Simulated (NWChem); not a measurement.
# CH6OSi; SMILES CO[SiH3]

Computed with NWChem. All runs use the structure optimised with PBE0/def2-SVP. Core excitations by TDA in a window of 1s orbitals, non-relativistic and unshifted: absolute energies depend strongly on the exact-exchange share.

What does the run give for C K edge, PBE0/def2-TZVP? Quantities: first 1s excitation (eV); dipole oscillator strength of the first; first state with f > 0.002 (eV); dipole oscillator strength of that state.


```json
{
  "first 1s excitation (eV)": "278.3",
  "dipole_oscillator_strength_of_the_first": "0.0104",
  "first state with f > 0.002 (eV)": "278.3",
  "dipole_oscillator_strength_of_that_state": "0.0104"
}
```
